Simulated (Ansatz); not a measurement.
Program: Ansatz. Geometries: PBE0-D4/def2-TZVP. ΔE: electronic, gas phase. CBS: MP2 limit from def2 TZ/QZ plus the TZ coupled-cluster correction, frozen cores. This one scheme is used for every species. Functionals use def2-TZVPP. B3LYP here is the variant with VWN-RPA as its local correlation; programs differ in this. One conformer a species, not always the lowest.

Reaction (silylene formation by 1,1-elimination): `[SiH3]CCSS` → `CCSS` + `[SiH2]`

`[SiH3]CCSS`:

Z-matrix (Å, degrees):
```
Si
C 1 1.886
H 1 1.489 2 110.0
H 1 1.489 2 108.6 3 118.6
H 1 1.485 2 112.4 3 -121.9
C 2 1.518 1 114.6 3 41.3
H 2 1.096 1 108.6 3 -81.0
H 2 1.095 1 108.2 3 164.0
S 6 1.814 2 114.6 1 51.1
H 6 1.096 2 111.0 1 -64.2
H 6 1.093 2 112.0 1 175.7
S 9 2.038 6 103.8 2 56.9
H 12 1.348 9 99.0 6 87.9
```

`CCSS`:

Z-matrix (Å, degrees):
```
C
C 1 1.511
H 1 1.093 2 110.5
H 1 1.092 2 111.1 3 120.4
H 1 1.092 2 110.6 3 -119.2
S 2 1.813 1 114.4 3 -178.3
H 2 1.095 1 111.4 3 -62.0
H 2 1.092 1 111.8 3 58.3
S 6 2.037 2 103.4 1 -68.0
H 9 1.348 6 99.6 2 89.2
```

`[SiH2]`:

Z-matrix (Å, degrees):
```
Si
H 1 1.525
H 1 1.525 2 91.2
```

Question: Is it downhill or uphill in electronic energy at CCSD(T)/CBS, and by how much? (Estimate.)

Answer: Ansatz gave: Uphill: ΔE = +226.2 kJ/mol.

Question: What do these levels give: B3LYP-D4, ωB97X-V, MP2/def2-TZVPP, SCS-MP2/def2-TZVPP, CCSD(T)/def2-TZVPP, HF/CBS(def2)? (An estimate is asked.)

Answer: The calculation gave: B3LYP-D4 221.5, ωB97X-V 235.9, MP2/def2-TZVPP 241.1, SCS-MP2/def2-TZVPP 227.0, CCSD(T)/def2-TZVPP 219.7, HF/CBS(def2) 196.8 kJ/mol.

Largest T1 diagnostic among the species: 0.014.

From PBE to PBE0 (25 % exact exchange), in def2-TZVPP and without D4, ΔE moves by +8.9 kJ/mol. In def2-TZVPP, CCSD(T) changes the Hartree–Fock value by +23.2 kJ/mol (the triples alone add +6.1 kJ/mol) and MP2 by +44.6 kJ/mol. The D4 term adds +19.6 kJ/mol with B3LYP and +10.7 kJ/mol with PBE0; it sums over pairs of atoms, weighted by their polarisabilities, and B3LYP, whose exchange is more repulsive, gets the larger term.
